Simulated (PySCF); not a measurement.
PySCF input for In(Et)(OH)(NH2) (C2H8InNO), SMILES [NH2][In]([CH2]C)[OH], TDDFT-PBE0/def2-SVPD. Geometry: B3LYP-D3(BJ)/def2-SVP. The def2 effective core potentials stand for the cores of In; spin–orbit coupling is left out. Other conformers were not sampled.

```python
import numpy as np
from pyscf import gto, scf, dft, tdscf

mol = gto.M(
    atom='''
    In    0.04523799    0.00257779    0.31350959
    C     0.60926321   -0.92499920   -1.57269918
    C    -0.10492402   -0.31332382   -2.77942510
    H     0.41197066   -2.00485901   -1.48343773
    H     1.70240069   -0.80888181   -1.65215168
    H     0.07939545    0.76907466   -2.86002639
    H    -1.19658695   -0.44900076   -2.72190326
    H     0.23437058   -0.77982158   -3.72126734
    O    -0.76262702    1.84998838    0.13497225
    H    -1.07715086    2.21241953    0.97394971
    N     0.00592313   -0.70695676    2.23806558
    H     0.01796295   -0.02293620    2.99290150
    H     0.64449525   -1.46357779    2.47647422
    ''',
    basis='def2-SVPD',
    ecp={'In': 'def2-svp'},
    charge=0,
    spin=0,
    max_memory=1600,
    verbose=4,
)
mf = dft.RKS(mol, xc='pbe0').density_fit(auxbasis='def2-universal-jkfit')
mf.grids.level = 3
mf.conv_tol = 1e-9
mf.max_cycle = 100
mf.kernel()
mf.grids = dft.Grids(mol).set(level=1).build(with_non0tab=True)  # coarser grid for the response kernel
td = tdscf.TDDFT(mf)
td.singlet = True
td.nstates = 10
td.conv_tol = 1e-4
td.positive_eig_threshold = 1e-6
td.kernel(x0=td.get_init_guess(mf, 15))
td.analyze()
tt = tdscf.TDA(mf)
tt.singlet = False
tt.nstates = 4
tt.conv_tol = 1e-4
tt.positive_eig_threshold = 1e-6
tt.kernel(x0=tt.get_init_guess(mf, 9))
tt.analyze(verbose=3)
```

Output:

```
PySCF version 2.14.0

[INPUT] verbose = 4
[INPUT] num. atoms = 13
[INPUT] num. electrons = 56
[INPUT] charge = 0
[INPUT] spin (= nelec alpha-beta = 2S) = 0
[INPUT] symmetry False subgroup None
[INPUT] Mole.unit = angstrom
[INPUT] Symbol           X                Y                Z      unit          X                Y                Z       unit  Magmom
[INPUT]  1 In     0.045237990000   0.002577790000   0.313509590000 AA    0.085487411526   0.004871317107   0.592447262525 Bohr   0.0
[INPUT]  2 C      0.609263210000  -0.924999200000  -1.572699180000 AA    1.151340604673  -1.747995153442  -2.971970726528 Bohr   0.0
[INPUT]  3 C     -0.104924020000  -0.313323820000  -2.779425100000 AA   -0.198277661688  -0.592096208103  -5.252352222742 Bohr   0.0
[INPUT]  4 H      0.411970660000  -2.004859010000  -1.483437730000 AA    0.778511718756  -3.788634447267  -2.803291032546 Bohr   0.0
[INPUT]  5 H      1.702400690000  -0.808881810000  -1.652151680000 AA    3.217071058371  -1.528565088042  -3.122114191440 Bohr   0.0
[INPUT]  6 H      0.079395450000   0.769074660000  -2.860026390000 AA    0.150035656037   1.453340476743  -5.404666586129 Bohr   0.0
[INPUT]  7 H     -1.196586950000  -0.449000760000  -2.721903260000 AA   -2.261221619729  -0.848488466122  -5.143651698961 Bohr   0.0
[INPUT]  8 H      0.234370580000  -0.779821580000  -3.721267340000 AA    0.442896207855  -1.473649212226  -7.032176108889 Bohr   0.0
[INPUT]  9 O     -0.762627020000   1.849988380000   0.134972250000 AA   -1.441156202993   3.495971371828   0.255060586916 Bohr   0.0
[INPUT] 10 H     -1.077150860000   2.212419530000   0.973949710000 AA   -2.035520120240   4.180866984339   1.840498211000 Bohr   0.0
[INPUT] 11 N      0.005923130000  -0.706956760000   2.238065580000 AA    0.011193093500  -1.335954658310   4.229330995016 Bohr   0.0
[INPUT] 12 H      0.017962950000  -0.022936200000   2.992901500000 AA    0.033945055889  -0.043343136338   5.655764152800 Bohr   0.0
[INPUT] 13 H      0.644495250000  -1.463577790000   2.476474220000 AA    1.217919511083  -2.765761185096   4.679858030346 Bohr   0.0

nuclear repulsion = 263.903794311843
number of shells = 77
number of NR pGTOs = 270
number of NR cGTOs = 179
basis = def2-SVPD
ecp = {'In': 'def2-svp'}


[settings echo left out]
init E= -379.120107146443
  HOMO = -0.631049149202839  LUMO = -0.535996658094262  gap/eV = 2.58651
cycle= 1 E= -399.591934083315  delta_E= -20.5  |g|= 2.19  |ddm|=   16
  HOMO = 0.0238701748175677  LUMO = 0.0271823318957924  gap/eV = 0.09013
cycle= 2 E= -394.858869455946  delta_E= 4.73  |g|= 4.81  |ddm|=   44
  HOMO = -0.265695160774111  LUMO = -0.0708056409831208  gap/eV = 5.30321
cycle= 3 E= -400.663630673135  delta_E= -5.8  |g|= 0.655  |ddm|= 42.7
  HOMO = -0.202657256366933  LUMO = -0.0466623670278707  gap/eV = 4.24484
cycle= 4 E= -400.63016173614  delta_E= 0.0335  |g|= 0.808  |ddm|=  1.4
  HOMO = -0.249468619731079  LUMO = -0.0325794878366175  gap/eV = 5.90185
cycle= 5 E= -400.764358967938  delta_E= -0.134  |g|= 0.0559  |ddm|= 0.772
  HOMO = -0.2635834904574  LUMO = -0.0356681099406977  gap/eV = 6.20189
cycle= 6 E= -400.764733293471  delta_E= -0.000374  |g|= 0.0464  |ddm|= 0.129
  HOMO = -0.259048866616681  LUMO = -0.0360822766466882  gap/eV = 6.06723
cycle= 7 E= -400.76523251792  delta_E= -0.000499  |g|= 0.012  |ddm|= 0.0606
  HOMO = -0.260760219855516  LUMO = -0.0363706739962772  gap/eV = 6.10595
cycle= 8 E= -400.765263472511  delta_E= -3.1e-05  |g|= 0.00341  |ddm|= 0.0159
  HOMO = -0.260388526395513  LUMO = -0.0362918969850128  gap/eV = 6.09798
cycle= 9 E= -400.765266247893  delta_E= -2.78e-06  |g|= 0.000821  |ddm|= 0.00486
  HOMO = -0.260438509337554  LUMO = -0.0363021043928491  gap/eV = 6.09906
cycle= 10 E= -400.765266425554  delta_E= -1.78e-07  |g|= 0.00025  |ddm|= 0.00144
  HOMO = -0.26042728415198  LUMO = -0.0362904139818205  gap/eV = 6.09907
cycle= 11 E= -400.765266439412  delta_E= -1.39e-08  |g|= 7.81e-05  |ddm|= 0.00035
  HOMO = -0.260432064227231  LUMO = -0.0362923692740686  gap/eV = 6.09915
cycle= 12 E= -400.765266441114  delta_E= -1.7e-09  |g|= 1.53e-05  |ddm|= 0.000158
  HOMO = -0.260431868134962  LUMO = -0.0362926613063692  gap/eV = 6.09914
cycle= 13 E= -400.765266441172  delta_E= -5.76e-11  |g|= 7.32e-06  |ddm|= 3.8e-05
  HOMO = -0.260432113891842  LUMO = -0.036292313606122  gap/eV = 6.09915
Extra cycle  E= -400.765266441166  delta_E= 5.46e-12  |g|= 9.92e-06  |ddm|= 2.31e-05
converged SCF energy = -400.765266441166
tot grids = 48528
Overwritten attributes  positive_eig_threshold  of <class 'pyscf.tdscf.rks.TDDFT'>


******** <class 'pyscf.tdscf.rks.TDDFT'> for <class 'pyscf.df.df_jk.DFRKS'> ********
nstates = 10 singlet
deg_eia_thresh = 1.000e-03
wfnsym = None
conv_tol = 0.0001
eigh lindep = 1e-12
eigh level_shift = 0
eigh max_cycle = 100


Excitation energies (eV)
[4.9096666  5.59477458 5.74287893 5.893151   6.13162324 6.33588481
 6.48384859 6.70929752 6.7536351  6.86364266]

** Singlet excitation energies and oscillator strengths **
Excited State   1:      4.90967 eV    252.53 nm  f=0.0473
      28 -> 29       -0.66759
      28 -> 30        0.16343
Excited State   2:      5.59477 eV    221.61 nm  f=0.0247
      25 -> 29       -0.12671
      26 -> 29        0.14069
      28 -> 29        0.13637
      28 -> 30        0.64804
Excited State   3:      5.74288 eV    215.89 nm  f=0.0473
      26 -> 29        0.63926
      26 -> 31        0.10246
      27 -> 29        0.16484
      27 -> 30        0.13214
Excited State   4:      5.89315 eV    210.39 nm  f=0.0939
      26 -> 29        0.18395
      26 -> 30        0.18315
      27 -> 29       -0.62678
      28 -> 30       -0.12717
Excited State   5:      6.13162 eV    202.20 nm  f=0.0349
      25 -> 29        0.13355
      25 -> 30       -0.11666
      27 -> 30       -0.65835
Excited State   6:      6.33588 eV    195.69 nm  f=0.1215
      25 -> 29       -0.48046
      25 -> 30       -0.15859
      26 -> 30        0.32057
      27 -> 29        0.17918
      28 -> 31       -0.26442
Excited State   7:      6.48385 eV    191.22 nm  f=0.0208
      25 -> 29        0.21219
      26 -> 30       -0.11204
      28 -> 31       -0.63212
      28 -> 33       -0.12239
Excited State   8:      6.70930 eV    184.79 nm  f=0.0207
      25 -> 29       -0.18963
      25 -> 30       -0.29282
      26 -> 30       -0.30783
      28 -> 32       -0.45236
      28 -> 33       -0.22908
Excited State   9:      6.75364 eV    183.58 nm  f=0.0494
      25 -> 29       -0.27377
      26 -> 30       -0.44437
      28 -> 32        0.38648
      28 -> 33        0.17805
Excited State  10:      6.86364 eV    180.64 nm  f=0.0833
      25 -> 29        0.21453
      25 -> 30       -0.56996
      26 -> 30        0.12390
      27 -> 30        0.10429
      28 -> 32        0.23747

** Transition electric dipole moments (AU) **
state          X           Y           Z        Dip. S.      Osc.
  1         0.3679      0.2262     -0.4548      0.3934      0.0473
  2         0.0846     -0.0728      0.4094      0.1800      0.0247
  3         0.4775      0.1892     -0.2695      0.3365      0.0473
  4        -0.0410      0.5802      0.5584      0.6501      0.0939
  5         0.4567      0.0366     -0.1501      0.2324      0.0349
  6        -0.1939     -0.0929     -0.8581      0.7825      0.1215
  7        -0.1451      0.0045      0.3318      0.1312      0.0208
  8        -0.3105      0.1654     -0.0442      0.1257      0.0207
  9        -0.1917      0.4992      0.1111      0.2983      0.0494
 10        -0.0441     -0.3703      0.5968      0.4952      0.0833

WARN: ECP detected. Skipping calculation of transition velocity and magnetic dipole moments, which have not yet been implemented.

Overwritten attributes  positive_eig_threshold  of <class 'pyscf.tdscf.rks.TDA'>


******** <class 'pyscf.tdscf.rks.TDA'> for <class 'pyscf.df.df_jk.DFRKS'> ********
nstates = 4 triplet
deg_eia_thresh = 1.000e-03
wfnsym = None
conv_tol = 0.0001
eigh lindep = 1e-12
eigh level_shift = 0
eigh max_cycle = 100


Excitation energies (eV)
[4.26841529 4.94412366 5.0525704  5.33908516]

** Triplet excitation energies and oscillator strengths **
Excited State   1:      4.26842 eV    290.47 nm  f=0.0000
Excited State   2:      4.94412 eV    250.77 nm  f=0.0000
Excited State   3:      5.05257 eV    245.39 nm  f=0.0000
Excited State   4:      5.33909 eV    232.22 nm  f=0.0000
```

The calculation finished and met its thresholds.
